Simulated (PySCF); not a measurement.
## Steps of a relaxation of [Lu(SH)4]−

[Lu(SH)4]− (singlet in the valence; each metal's 4f electrons, 14 of them, lie in its core potential, out of spins and levels). PySCF 2.14.0, RKS r2SCAN, Lu lcecp-1-SVP with ECP60, S def2-SVP, H def2-SVP; non-relativistic Hamiltonian with scalar-relativistic core potentials where named; density fitting; no spin-orbit coupling. Origin of the start: displaced along the imaginary mode. Columns: position (Å) and force (eV/Å). Energies are counted from the last step; some of the 17 steps are shown. Forces carry noise of the integration grid, about 0.01 to 0.03 eV/Å.

Run from Python with OMP_NUM_THREADS=2. Where DIIS fails, smearing, a level shift and second-order steps follow.
It took 2.5 min on 2 threads of Arm Neoverse V1, with other jobs on the host, from the converged density of the start.

```xyz
9
step 0  E = 0.057 eV
Lu    0.0000    0.0000   -0.0001     0.00    0.00    0.00
S     1.5003    1.6409    1.3459     0.31   -0.40    0.16
H     2.3288    0.6000    1.7026    -0.33    0.39   -0.14
S    -1.5003   -1.6409    1.3459    -0.31    0.40    0.16
H    -2.3288   -0.6000    1.7026     0.33   -0.39   -0.14
S     1.6407   -1.5006   -1.3458    -0.38   -0.30   -0.15
H     0.6013   -2.3315   -1.6970     0.37    0.31    0.13
S    -1.6407    1.5006   -1.3458     0.38    0.30   -0.15
H    -0.6013    2.3315   -1.6970    -0.37   -0.31    0.13
```

```xyz
9
step 5  E = 0.019 eV
Lu    0.0000    0.0000    0.0033     0.00    0.00    0.00
S     1.4275    1.5967    1.4710     0.07   -0.04    0.00
H     2.1058    0.5221    1.9519    -0.06    0.05   -0.01
S    -1.4275   -1.5967    1.4710    -0.07    0.04    0.00
H    -2.1058   -0.5221    1.9519     0.06   -0.05   -0.01
S     1.5957   -1.4311   -1.4631    -0.09   -0.09   -0.03
H     0.5188   -2.1023   -1.9559     0.10    0.09    0.04
S    -1.5957    1.4311   -1.4631     0.09    0.09   -0.03
H    -0.5188    2.1023   -1.9559    -0.10   -0.09    0.04
```

```xyz
9
step 11  E = 0.002 eV
Lu    0.0000    0.0000    0.0026     0.00    0.00    0.00
S     1.4226    1.5718    1.5044     0.02   -0.05    0.02
H     1.9002    0.4777    2.1524    -0.03    0.05   -0.03
S    -1.4226   -1.5718    1.5044    -0.02    0.05    0.02
H    -1.9002   -0.4777    2.1524     0.03   -0.05   -0.03
S     1.5735   -1.4195   -1.5007    -0.05   -0.02   -0.02
H     0.4794   -1.8922   -2.1519     0.04    0.03    0.03
S    -1.5735    1.4195   -1.5007     0.05    0.02   -0.02
H    -0.4794    1.8922   -2.1519    -0.04   -0.03    0.03
```

Task: Where does the relaxation end?

Result: It converges at step 16 in S4:
```xyz
9
step 16  E = 0
Lu    0.0000    0.0000    0.0026
S     1.4189    1.5570    1.5216
H     1.8146    0.4646    2.2212
S    -1.4189   -1.5570    1.5216
H    -1.8146   -0.4646    2.2212
S     1.5578   -1.4157   -1.5181
H     0.4657   -1.8051   -2.2203
S    -1.5578    1.4157   -1.5181
H    -0.4657    1.8051   -2.2203
```

Task: How did the contacts change?

Result: 
| contact | start (Å) | end (Å) |
| --- | --- | --- |
| Lu1–S2 (SH) | 2.599 | 2.597 |
| Lu1–S4 (SH) | 2.599 | 2.597 |
| Lu1–S6 (SH) | 2.599 | 2.597 |
| Lu1–S8 (SH) | 2.599 | 2.597 |


No frequency check is given that shows the relaxed geometry to be a minimum. An lcecp potential fixes the number of 4f electrons, so in runs with it no electron can move into or out of that shell.
